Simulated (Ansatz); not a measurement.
Ansatz (a quantum-chemistry and plane-wave program) input (B3LYP/def2-SVP):

Ansatz 0.2 input:
```yaml
crystal:
  periodic: [false, false, false]
  atoms:
    - {symbol: S, position_ang: [-0.99245769, 0.02474353, 0.46498964]}
    - {symbol: S, position_ang: [0.89364365, 0.03051785, -0.48028129]}
    - {symbol: H, position_ang: [1.58102472, -0.88418214, 0.24466650]}
basis:
  gaussian:
    orbitals: def2-SVP
hamiltonian:
  xc: {name: B3LYP}
total_charge: -1
output: {forces: true}
```

What final total energy does it give?

-796.78102 Eh.
